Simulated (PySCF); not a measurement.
**Nuclear quadrupole coupling in `C[S+](C)[AlH2-][O]C(F)F`**

Species: C3H9AlF2OS.
SMILES with atom numbers: `[CH3:1][S+:2]([CH3:3])[AlH2-:4][O:5][CH:6]([F:7])[F:8]` (hydrogens: H9, H10, H11 on C1; H12, H13, H14 on C3; H15, H16 on Al4; H17 on C6)

Cartesian coordinates in Å at the PBE0-D3(BJ)/def2-SVP level; atoms count from 1:
```
atom  x, y, z in Å
C1    -2.1022   -1.3602    0.3384
S2    -0.7656   -0.6717   -0.6631
C3    -1.1561    1.0898   -0.5915
Al4    1.0210   -0.8820    1.0067
O5     2.3961   -0.1952    0.1224
C6     2.5119    0.8742   -0.6221
F7     1.7760    0.7599   -1.7808
F8     1.9991    1.9853   -0.0077
H9    -1.9233   -2.4414    0.4124
H10   -2.0999   -0.9162    1.3446
H11   -3.0642   -1.1830   -0.1611
H12   -0.3369    1.6044   -1.1088
H13   -1.2035    1.4280    0.4531
H14   -2.1061    1.2704   -1.1121
H15    0.3637    0.0129    2.1547
H16    1.1219   -2.4620    1.1398
H17    3.5522    1.0992   -0.9152
```

Field gradients from the PBE0/pcSseg-1 density (PySCF, non-relativistic), principal values in atomic units, ordered |Vxx| ≤ |Vyy| ≤ |Vzz|:

```json
{"atom": "S2", "Vxx": "0.3220", "Vyy": "2.0074", "Vzz": "-2.3294"}
{"atom": "Al4", "Vxx": "-0.1225", "Vyy": "-0.6848", "Vzz": "0.8073"}
{"atom": "O5", "Vxx": "-0.6818", "Vyy": "-0.8986", "Vzz": "1.5804"}
```

Question: Find the asymmetry η = (Vxx − Vyy)/Vzz and the couplings χ = eQV/h (234.96 MHz × Q in barn × V in au), with Q(33S) = −0.0678 b, Q(27Al) = 0.1466 b, Q(17O) = −0.0256 b.

Answer: 
```tsv
atom	environment	nucleus	η	χzz (MHz)	χxx (MHz)	χyy (MHz)
S2	sulfur bonded to Al and 2 C	33S	0.72	37.11	-5.13	-31.98
Al4	aluminium bonded to O, S and 2 H	27Al	0.70	27.81	-4.22	-23.59
O5	oxygen bonded to Al and C	17O	0.14	-9.51	4.10	5.41
```

The tensor is traceless: Vxx + Vyy + Vzz = 0.

Question: What is Vzz at O5 in SI units (1 au = 9.71736 × 10²¹ V/m²)?

Answer: 1.5804 au = 15.357 × 10²¹ V/m².

Question: And the gradient at the other heavy atoms, for which no coupling is worked out here?

Answer: 
| atom | environment | Vzz (au) | η |
| --- | --- | --- | --- |
| C1 | S-methyl carbon | 0.302 | 0.06 |
| C3 | S-methyl carbon | 0.342 | 0.13 |
| C6 | CHF2 carbon | -0.479 | 0.47 |
| F7 | fluorine of a CF2 group | 2.730 | 0.05 |
| F8 | fluorine of a CF2 group | 2.762 | 0.05 |

Were the hydrogens deuterons (Q(2H) = 0.00286 b), χzz would run from 71 kHz (H15) to 196 kHz (H14 and H11).

The structure is a single PBE0-D3(BJ)/def2-SVP conformer in the gas phase; no vibrational or solvent corrections. A larger basis could move these couplings by a tenth or more.

The run behind these numbers computed NMR shieldings as well. On one thread of an Arm Neoverse V1, no GPU, shared host with 64 logical CPUs at a one-minute load of 29, this took 30 s and 0.98 GiB of memory at its peak.
